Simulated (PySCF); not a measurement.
A PySCF script (with the pyscf-properties extension) for the NMR shieldings of SMILES [CH3][AlH-]1[Cl+][AlH2-][Cl+]1, CH6Al2Cl2, on a GFN2-xTB geometry:

```python
import basis_set_exchange as bse
import numpy as np
from pyscf import gto, dft
from pyscf.prop import nmr

atoms = """
C    -2.093263   -0.400080   -0.097128
Al   -0.547140    0.833100   -0.062087
Cl    0.964200    0.209353    1.457254
Al    2.394878   -0.287751   -0.106166
Cl    0.954145    0.322781   -1.625852
H    -2.205594   -0.950606   -1.038743
H    -3.018031    0.170560    0.029853
H    -2.089018   -1.156099    0.697494
H    -0.473211    2.369202   -0.000159
H     2.551188   -1.820912   -0.162431
H     3.567270    0.713123   -0.078077
"""
names = dict.fromkeys(["C", "Al", "Cl", "H"], "pcSseg-1")
basis = {el: gto.basis.parse(bse.get_basis(n, elements=[el], fmt="nwchem")) for el, n in names.items()}
mol = gto.M(atom=atoms, basis=basis, charge=0, verbose=0)
mf = dft.RKS(mol, xc="PBE0")
mf.grids.level = 2
mf.grids.alignment = dft.numint.BLKSIZE   # the property module wants whole blocks of grid points
mf.conv_tol = 1e-9
mf.kernel()

calc = nmr.RKS(mf)   # GIAO
C = mf.mo_coeff
Co = C[:, mf.mo_occ > 0]
resp = mf.gen_response(singlet=True, hermi=2)
def vind(x):   # induced exchange potential for any number of trial vectors
    d = np.einsum("pi,xij,qj->xpq", C, 2 * x.reshape(-1, C.shape[1], Co.shape[1]), Co, optimize=True)
    return np.einsum("xpq,pi,qj->xij", resp(d - d.transpose(0, 2, 1)), C, Co, optimize=True).ravel()
mo1, _ = nmr.rhf.solve_mo1(calc, with_cphf=vind)
sigma = calc.kernel(mo1)
for i, s in enumerate(sigma):   # ppm
    w = np.linalg.eigvalsh((s + s.T) / 2)
    print("%2d %-2s iso %8.1f  s11 %8.1f  s22 %8.1f  s33 %8.1f" % (i, mol.atom_pure_symbol(i), w.mean(), *w))
```

**Question.** What are the results?

**Answer.** 
```
 0 C  iso    193.3  s11    185.6  s22    193.6  s33    200.8
 1 Al iso    399.8  s11    326.9  s22    352.1  s33    520.3
 2 Cl iso    929.2  s11    834.6  s22    951.9  s33   1001.2
 3 Al iso    412.9  s11    359.0  s22    383.6  s33    496.3
 4 Cl iso    929.3  s11    833.9  s22    953.2  s33   1000.8
 5 H  iso     31.6  s11     26.7  s22     29.5  s33     38.5
 6 H  iso     31.7  s11     27.2  s22     28.1  s33     39.9
 7 H  iso     31.5  s11     26.6  s22     29.7  s33     38.2
 8 H  iso     27.0  s11     23.6  s22     24.3  s33     33.0
 9 H  iso     27.1  s11     24.1  s22     24.2  s33     33.1
10 H  iso     27.1  s11     23.9  s22     24.3  s33     33.2
```

These numbers come from an equivalent density-fitted implementation of the same equations, which agrees with the script to about 0.01 ppm for H and up to a few tenths of a ppm for heavy atoms, so last digits may differ.

Size and cost of the density-fitted run: 143 basis functions, 40 s wall time on 1 thread of an Intel Xeon Platinum 8175M, shared host; peak memory 0.7 GiB.
